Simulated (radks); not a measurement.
Values are calculated unless marked as measured or tabulated.
How relativity changes the ionisation of the ruthenium ion Ru+ ([Kr] 4d7) to Ru2+ ([Kr] 4d6). Spin-unpolarised spherical Kohn-Sham, PBEsol, point nucleus unless stated (finite: rms radius 4.4809 fm), a radial shooting solver on a logarithmic mesh with Libxc functionals. A level marked "c x" has the speed of light scaled by that factor and shares open shells by 2j + 1; other Dirac levels either fill j = l - 1/2 first or share by 2j + 1.

| level | E(Ru+) (hartree) | E(Ru2+) (hartree) | IE (eV) | HOMO | <r> HOMO (bohr) |
|---|---|---|---|---|---|
| non-rel. | -4440.71408 | -4440.03663 | 18.434 | 4d | 1.623 |
| scalar-rel. | -4528.16547 | -4527.49719 | 18.185 | 4d | 1.641 |
| scalar-rel., finite nucleus | -4528.09059 | -4527.42231 | 18.185 | 4d | 1.641 |
| Dirac, 2j+1 shares | -4528.95189 | -4528.28362 | 18.184 | 4d5/2 | 1.650 |
| Dirac, low j first | -4528.96656 | -4528.30560 | 17.986 | 4d5/2 | 1.652 |
| Dirac, 2j+1 shares, finite nucleus | -4528.87685 | -4528.20858 | 18.184 | 4d5/2 | 1.650 |
| Dirac, c x 1.5 | -4478.81679 | -4478.14350 | 18.321 | 4d5/2 | 1.635 |
| Dirac, c x 2 | -4461.93836 | -4461.26326 | 18.370 | 4d5/2 | 1.630 |
| Dirac, c x 3 | -4450.08233 | -4449.40593 | 18.406 | 4d5/2 | 1.626 |

NIST Atomic Spectra Database: 16.8 eV (semi-empirical). The relativistic part of the total energy of Ru+ is -88.16 hartree (Dirac, 2j+1 shares, finite nucleus), 2 % of the non-relativistic value. Spin polarisation and multiplet splitting of open shells are left out at every level.

Beside tabulated values, note that relativity, absent from the non-relativistic runs, is large for the heavy elements, and spin-unpolarised runs miss the spin-polarisation part of the exchange energy of open shells.
